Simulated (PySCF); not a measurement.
# Ca¹⁷⁺ (calcium, charge +17) across methods

[He] 2s1, 2S determinant. Computed with PySCF 2.14 in an even-tempered Gaussian basis (19 s from 3.1 bohr⁻², ratio 2.2; 9 p from 4.8 bohr⁻², ratio 2.4; 6 d from 14 bohr⁻², ratio 2.4; 5 f from 22 bohr⁻², ratio 2.4; 4 g from 33 bohr⁻², ratio 2.4), with scalar relativity by spin-free X2C-1e.

```
   method  E (hartree)  mean ε 1s α (eV)  mean ε 1s β (eV)  mean ε 2s α (eV)  Σ⟨r²⟩ (bohr²)   ⟨S²⟩
      LDA     -430.594           -4890.0           -4884.3           -1127.1         0.1335  0.750
      PBE     -432.049           -4904.0           -4898.6           -1129.9         0.1332  0.750
   r2SCAN     -432.195           -4918.2           -4913.5           -1131.6         0.1333  0.750
BHandHLYP     -432.237           -4970.9           -4963.0           -1144.3         0.1332  0.750
      UHF   -432.16634           -5035.1           -5023.9           -1157.9         0.1333  0.750
     PBE0     -432.092           -4936.9           -4930.2           -1137.0         0.1332  0.750
   revPBE     -432.232           -4904.7           -4899.8           -1130.1         0.1332  0.750
```
